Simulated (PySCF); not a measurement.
# What a mistake does to a calculation on B2CH7Si cation

All numbers below are calculated, not measured. They come from PySCF 2.14.0, an open-source quantum chemistry program, on an isolated molecule that a program drew, which may never have been made. The molecule is B2CH7Si cation (charge +1, singlet), drawn as the SMILES string `[BH+]C(B)[SiH3]`.

Each row is a Hartree-Fock (HF) and frozen-core CCSD(T) single point in the cc-pV(D+d)Z basis, meant for a local HF minimum. Run 1 is clean. Each other run has one planted mistake out of seven kinds, and not every kind appears here: one electron removed, one electron added, multiplicity raised by two, geometry at a saddle point, minimal basis STO-3G, one bond length entered in bohr, all coordinates scaled. The reference is restricted for singlets and unrestricted otherwise, and also for a bond in bohr. Adding or removing an electron swaps singlet and doublet. Electrons count all cores. HOMO and LUMO are orbital energies over both spins, the gradient is its largest component, and the lowest frequency (negative if imaginary) is given only where the gradient is small. Bond lengths are over the 10 bonds as drawn. T1 is the CCSD diagnostic: over 0.02 (restricted) or 0.045 (unrestricted) a single reference is doubtful.

Geometry of the clean run:
```xyz
11
B2CH7Si cation, angstrom
B    -1.2154   -2.3371   -1.4209
C    -0.4410   -1.1625   -1.1330
B     0.7323   -0.9646   -2.2193
Si    0.6357   -1.5135    0.5393
H    -1.8037   -3.3229   -1.6671
H    -1.0453   -0.2714   -0.9388
H     1.2976   -1.9197   -2.6577
H     1.0218    0.1480   -2.5166
H     1.9561   -0.9448    0.2363
H    -0.1009   -0.8101    1.5921
H     0.6917   -2.9709    0.7249
```

| run | electrons | basis functions | <S^2> | HOMO (eV) | LUMO (eV) | gradient (hartree/bohr) | lowest frequency (cm^-1) | mean bond (Å) | longest bond (Å) | T1 | HF (hartree) | CCSD(T) (hartree) | mistake |
|---|---|---|---|---|---|---|---|---|---|---|---|---|---|
| 1 | 36 | 100 | 0.000 | -17.61 | -4.04 | 2.4e-05 | 94 | 1.4120 | 2.020 | 0.0138 | -379.94672 | -380.40095 | no fault |
| 2 | 36 | 100 | 0.000 | -18.58 | -3.92 | 7.7e-02 | - | 1.2821 | 1.834 | 0.0124 | -379.85306 | -380.29924 | all coordinates scaled |
| 3 | 37 | 100 | 0.764 | -6.34 | 2.16 | 5.0e-02 | - | 1.4120 | 2.020 | 0.0205 | -380.13612 | -380.60686 | ? |
| 4 | 36 | 100 | 0.728 | -16.80 | -5.31 | 1.9e-02 | - | 1.5094 | 2.068 | 0.0551 | -379.82134 | -380.27300 | ? |

**Which mistake was planted in run 3, and what did it cost?**

It counts 37 electrons, one more than the clean run, at the same geometry and basis. So the mistake is: one electron added. Subtracting run 1 and multiplying by 627.51 kcal/mol a hartree, the energy moved by -118.9 kcal/mol in HF and -129.2 kcal/mol in CCSD(T).

**Which mistake was planted in run 4, and what did it cost?**

The mean bond changes by a factor of 1.069 and the longest by 1.024, so the molecule wasn't scaled as a whole. A length L in bohr read as angstrom grows by (1/0.5292 - 1) L = 0.890 L. The 10 bonds together grew by 10 x 0.0974 = 0.974 Å, which gives L = 1.095 Å. That is bond C2-H6, 1.094 Å in the clean geometry. So the mistake is: one bond length entered in bohr. Subtracting run 1 and multiplying by 627.51 kcal/mol a hartree, the energy moved by 78.7 kcal/mol in HF and 80.3 kcal/mol in CCSD(T).

Cautions from the logs. Run 4: T1 is over the limit, so its CCSD(T) energy is less reliable.
